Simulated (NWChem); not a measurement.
# C₂H₅ClGe; SMILES C=[C](Cl)[GeH3]

```xyz
9

C     -1.7973    -1.0021     0.0000
C     -0.5089    -0.6556     0.0000
Cl     0.7354    -1.8796     0.0000
Ge     0.1657     1.1765     0.0000
H     -2.5705    -0.2291     0.0000
H     -2.1172    -2.0485     0.0000
H     -1.0395     2.1322     0.0000
H      1.0259     1.3947    -1.2540
H      1.0259     1.3947     1.2540
```
Atoms are numbered in this order, from 1.

Level: PBE0/def2-SVP (NWChem), optimised geometry, unscaled harmonic frequencies. 

Question: List the harmonic frequencies with IR intensities, and the thermochemistry.

Answer: 
```tsv
frequency (cm⁻¹)	IR intensity (km/mol)
119	0.0
175	1.3
298	6.7
322	0.7
506	16.1
589	25.0
622	49.5
723	4.1
781	20.1
832	174.0
877	27.4
889	30.7
929	39.5
1099	26.5
1384	7.0
1687	17.6
2167	84.7
2178	103.2
2180	91.3
3163	0.3
3269	0.1
```

The zero-point energy comes out as 35.4 kcal/mol. The thermal correction to the enthalpy at 298.15 K (with zero-point energy) is 39.7 kcal/mol. The heat capacity Cv is 20.4 cal/(mol K) and the entropy at 298.15 K and 1 atm (symmetry number 1) is 78.8 cal/(mol K). The dipole moment is 1.32 D.

Rigid rotor and harmonic oscillator.
